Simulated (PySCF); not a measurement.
Species: C₆H₁₃N.
Atom-mapped SMILES: `[CH2:1]=[N:2][C@H:3]([CH3:4])[CH2:5][CH2:6][CH3:7]` (hydrogens: H8, H9 on C1; H10 on C3; H11, H12, H13 on C4; H14, H15 on C5; H16, H17 on C6; H18, H19, H20 on C7)

Cartesian coordinates in Å at the PBE0-D3(BJ)/def2-SVP level; atoms count from 1:
```xyz
20
C6H13N angstrom
C     -1.983   -1.283   -0.986
N     -1.442   -0.147   -0.902
C     -0.974    0.308    0.390
C     -1.791    1.528    0.798
C      0.515    0.637    0.300
C      1.397   -0.552   -0.047
C      2.875   -0.202   -0.106
H     -2.356   -1.644   -1.956
H     -2.111   -1.961   -0.116
H     -1.110   -0.486    1.159
H     -1.448    1.916    1.768
H     -2.858    1.276    0.883
H     -1.688    2.323    0.044
H      0.648    1.431   -0.456
H      0.831    1.064    1.268
H      1.075   -0.965   -1.018
H      1.234   -1.355    0.695
H      3.491   -1.078   -0.359
H      3.070    0.572   -0.865
H      3.234    0.189    0.861
```

The closed-shell ground state was solved at several levels (PySCF, density fitting, gas phase, non-relativistic).

```csv
level,basis functions,HOMO (eV),LUMO (eV),gap (eV),dipole (D)
CAM-B3LYP/def2-SVPD,244,-8.75,0.79,9.54,1.44
PBE0/pcSseg-1,184,-7.27,-0.21,7.06,1.36
```

Task: What might B3LYP/pcJ-1 (319 basis functions) give for the same quantities?

Result: HOMO -7.04 eV, LUMO -0.47 eV, gap 6.57 eV, dipole 1.32 D.

Task: Over all these levels, which gives the widest orbital gap and which the narrowest?

Result: CAM-B3LYP/def2-SVPD (range-separated hybrid) has the widest, 9.54 eV, and B3LYP/pcJ-1 (global hybrid, 20 % exact exchange) the narrowest, 6.57 eV. Functional and basis both differ between the two, so the spread mixes both effects.

Task: How far do the dipole and the HOMO energy spread over the levels?

Result: The dipole runs from 1.32 to 1.44 D (mean 1.37 D) and the HOMO from -8.75 to -7.04 eV.

One conformer stands for the species.
